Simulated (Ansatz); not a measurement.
C2H7NSi2, SMILES N#CC[SiH2][SiH3].

Coordinates come from a B3LYP-D3(BJ)/def2-SVP optimisation. This is a generated structure with no PubChem entry under its InChIKey; it may be hypothetical. Other conformers were not sampled.

Two levels are set side by side: PBE/def2-SVPD (Ansatz, a first-principles code) and CAM-B3LYP/def2-SVPD (Ansatz). Energy differences of separate SCF runs at the same geometry; the states with an electron removed or added have multiplicity 2 and 2. Differences are taken from unrounded values.

```
quantity                           CAM-B3LYP
---------------------------------  ---------
vertical ionisation energy (eV)        10.63
vertical singlet–triplet gap (eV)       6.45
```

Question: What does PBE give, and how far is it from CAM-B3LYP? (Estimate from the structure and the level; the computed values follow.)

Answer: 
```tsv
quantity	PBE	PBE minus CAM-B3LYP
vertical ionisation energy (eV)	10.11	-0.52
vertical singlet–triplet gap (eV)	5.89	-0.57
```
